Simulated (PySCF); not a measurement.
Ligand exchange on a metal centre used in film growth or etching (Nb OH-NH2). Gas-phase values, no solvent. One relaxed conformer stands for each flexible species; it need not be the lowest.

Method: B3LYP-D3(BJ)/def2-TZVP // PBE-D3(BJ)/def2-SVP run with PySCF. All candidates: neutral, multiplicity 1. B3LYP has the VWN-RPA correlation part, as in Gaussian. 

```yaml
HOMO: -6.62 eV
HOMO–LUMO gap: 5.49 eV
LUMO: -1.12 eV
```

### Question
Identify which member has these values.
A) [Nb(NH2)5]
B) [Nb(OH)(NH2)4]
C) [Nb(OH)2(NH2)3]
D) [Nb(OH)3(NH2)2]

### Answer
B, [Nb(OH)(NH2)4]. The others give [Nb(OH)3(NH2)2]: -6.61 eV, 5.00 eV, -1.62 eV; [Nb(OH)2(NH2)3]: -6.12 eV, 4.72 eV, -1.40 eV; [Nb(NH2)5]: -6.20 eV, 5.03 eV, -1.16 eV
